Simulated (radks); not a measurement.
Problem. Mo, configuration [Kr] 4d5 5s1. Method: scalar-relativistic Kohn-Sham, LDA (Slater exchange, Perdew-Wang correlation), spin-polarised, spherical densities, finite nucleus; open shells are filled with parallel spins first (spin-orbit coupling, left out, can overturn this in heavy ions); Fermi nuclear charge, rms radius 4.4091 fm; computed with a radial shooting solver on a logarithmic mesh with Libxc functionals. Some entries of the table are withheld. Estimate them.

orbital,occ.,eigenvalue (eV),r(max) (bohr),<r> (bohr)
1s up,1,-19793.75,0.02290,0.03521
1s down,1,-19793.74,0.02290,0.03521
2s up,1,-2795.854,0.1298,0.1539
2s down,1,-2795.382,0.1298,0.1539
2p up,3,-2501.292,0.1036,0.1340
2p down,3,-2500.923,0.1036,0.1340
3s up,1,-474.8383,0.3841,0.4298
3s down,1,-474.4880,0.3841,0.4297
3p up,3,-378.3380,0.3774,0.4313
3p down,3,-377.9573,0.3774,0.4311
3d up,5,-220.8139,0.3219,0.4157
3d down,5,-220.3062,0.3220,0.4154
4s up,1,-64.9080,0.9888,1.109
4s down,1,-62.4052,0.9846,1.103
4p up,3,-39.1832,1.072,1.241
4p down,3,-36.4483,1.066,1.232
5s up,1,-4.8327,2.878,(1)
4d up,5,-4.6699,1.396,1.975
5s down,0,-2.7267,3.074,(2)
4d down,0,-1.7169,1.383,2.141

Solution. 
(1) 5s up <r> (bohr): 3.443
(2) 5s down <r> (bohr): 3.916
